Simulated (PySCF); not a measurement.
Problem. Write Cartesian coordinates for `O[SiH2]C(F)(F)F` as optimised with PBE0-D3(BJ)/def2-SVP.

Solution. 
```
atom  x, y, z in Å
O1    -1.617    0.877    0.466
Si2   -0.754   -0.326   -0.276
C3     1.119   -0.156    0.158
F4     1.585    1.056   -0.200
F5     1.855   -1.071   -0.494
F6     1.367   -0.302    1.465
H7    -1.442    1.785    0.202
H8    -0.821   -0.262   -1.764
H9    -1.234   -1.619    0.263
```

Orientation and origin are arbitrary. Atoms count from 1 in this order. Si2 (oxygen-bound silicon) is distorted tetrahedral (angles from 105.3° to 113.2°).

Bonds between heavy atoms (Å): O1–Si2 1.656, Si2–C3 1.931, C3–F4 1.347, C3–F5 1.343, C3–F6 1.339.

Computed, not measured: PySCF 2.14.0, PBE0-D3(BJ)/def2-SVP geometry optimisation, gas phase.

Stationary, but not proved a minimum. The numbers are those of one conformer (H–O1–Si2–C3 65°).

Time: 42 s of wall time; peak memory 0.42 GiB. Hardware: one thread, Arm Neoverse V1 (aarch64), shared host with 32 logical CPUs at a one-minute load of 18. These figures are those of the optimisation.
